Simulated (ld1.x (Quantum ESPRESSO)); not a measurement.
**Scattering properties, TM potential for chromium**

ld1.x (Quantum ESPRESSO) 7.5 input, shortened:

```
&input
   title='Cr', zed=24., rel=1, dft='PBE', iswitch=3,
   config='[Ar] 3d3 4s0 4p0'
 /
 &inputp
   pseudotype=2, tm=.true., lloc=-2, rcloc=1.24,
   nlcc=.true., new_core_ps=.true., rcore=0.55
 /
3
4S  1  0   0.00   0.00  1.70  1.70  0.0
4P  2  1   0.00   0.00  1.44  1.44  0.0
3D  3  2   3.00   0.00  0.94  0.94  0.0
 &test
   configts(1)='3d3 4s0 4p0'
 /
```

The phase is arctan(r·u′/u) with u = r·R(r), unwrapped; energies in Ry, scanned from -5 to 5 Ry. A pole is an energy at which the radial function vanishes at the test radius. The pseudo phase is shifted by a multiple of π to meet the all-electron one at the reference energy, and phase errors are pseudo minus all-electron; the curves can meet again beyond the range given. Levels narrower than the energy grid can be missing from the lists of poles.

```tsv
channel	radius (bohr)	reference energy (Ry)	poles, all-electron	poles, pseudo	unbroken range about the reference energy with phases within 0.05 rad	phase error 1 Ry above the reference energy (rad)
s	1.85	-2.13	none	-3.21	-2.8 to -1.4	+0.087
p	1.85	-1.67	none	-0.28	-3.8 to -1.1	-0.695
d	1.85	-2.88	-2.24	-2.24	below 1.0	+0.002
```

Note: ghost states, extra bound levels that the all-electron valence spectrum of the same l lacks: p at -167.0 eV, s at -44.6 eV. A true bound ghost makes a file unfit for plane-wave use.

Phases in the d channel:

```tsv
E (Ry)	all-electron	pseudo
-5.00	1.212	1.213
-4.48	1.146	1.147
-3.96	1.010	1.012
-3.44	0.560	0.563
-2.92	-0.973	-0.972
-2.40	-1.507	-1.506
-1.88	-1.668	-1.666
-1.36	-1.759	-1.756
-0.84	-1.834	-1.828
-0.32	-1.913	-1.903
0.20	-2.013	-1.995
0.72	-2.160	-2.125
1.24	-2.410	-2.334
1.76	-2.866	-2.706
2.28	-3.503	-3.285
2.80	-3.981	-3.822
3.32	-4.241	-4.140
3.84	-4.388	-4.319
4.36	-4.481	-4.429
4.88	-4.545	-4.502
```
